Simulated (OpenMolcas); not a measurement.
Mo4+ (d2) in a complex was computed by CASSCF with the d shell active (OpenMolcas, ANO-RCC-VTZP on the metal). Its lowest spin-free states, and all those of the highest spin:

```csv
2S+1,Degeneracy,E (cm-1)
3,1,0.0
3,2,201.8
1,2,9426
1,1,9783
1,2,10339
3,2,21109
3,1,21842
1,1,22043
3,2,28744
3,1,30024
1,2,30368
1,1,30826
3,1,44830
```

Problem. Is the site octahedral, tetrahedral or cube-like, axial, or of lower symmetry?

Solution. The states with 2S+1 = 3 have orbital degeneracies 1, 2, 2, 1, 2, 1, 1. There are pairs but no triples, so the site is axial: not cubic, but with a proper or improper axis of order three or more. The run had Mo4+ with 6 ligands (chloride) in trigonal antiprismatic coordination (D3d) at 2.41 Å, a polar angle of 60.2° against the regular 54.74°. A charge of +0.333 e stands 2.8 Å behind each ligand. Ligand basis ANO-RCC-VDZP.

Spin-orbit coupling mixes the spin-free states strongly: the lowest level takes only 68 % from its leading state, 3A2. Without dynamic correlation the repulsion within the d shell is too large (B by tens of per cent), so at a given field states of lower spin stand too high. The least metal-like active orbital is 71 % on the metal (Löwdin) and no ligand orbital is active, so the numbers are rough. With metal d orbitals alone the field can be off either way by tens of per cent. Ligand-to-metal charge-transfer states are missing. With no ligand orbital active B as a rule stays too high, so bands that hang on it stand too high and its fall with covalency is understated. No measured value stands beside these numbers; the geometry is a model, was not optimised and need not be the one that this ion takes.
